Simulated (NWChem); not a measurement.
# C$_{5}$H$_{12}$Si; SMILES C=C[Si](C)(C)C

```xyz
18

C      0.0954     2.5197     0.0002
C      0.7767     1.3677     0.0015
Si     0.0065    -0.3484    -0.0001
C      0.5795    -1.2767     1.5383
C      0.5876    -1.2775    -1.5348
C     -1.8711    -0.2036    -0.0048
H      0.5935     3.4965     0.0013
H     -1.0007     2.5448    -0.0019
H      1.8750     1.4353     0.0037
H      0.1652    -2.2976     1.5617
H      0.2596    -0.7588     2.4561
H      1.6777    -1.3606     1.5657
H      1.6864    -1.3549    -1.5597
H      0.1793    -2.3009    -1.5565
H      0.2665    -0.7640    -2.4547
H     -2.2367     0.3307     0.8864
H     -2.2321     0.3339    -0.8959
H     -2.3342    -1.2033    -0.0079
```
Atoms are numbered in this order, from 1.

Results from NWChem. Pople sets run with spherical d functions. Coordinates come from a PBE0/def2-SVP optimisation. Not confirmed as a minimum by frequencies. Vertical excitations in the gas phase; the lowest state need not have the same character in each row.

```csv
level,"lowest excitation, singlet (eV)",oscillator strength of that lowest state,"lowest state with f > 0.02, singlet (eV)",oscillator strength of that bright state,orbital gap (eV)
"PBE/6-31+G*, TDA",5.85,0.042,5.85,0.042,5.27
"B3LYP/6-31+G*, TDA",6.33,0.062,6.33,0.062,6.91
"PBE0/6-31+G*, TDA",6.53,0.002,6.61,0.074,7.36
```
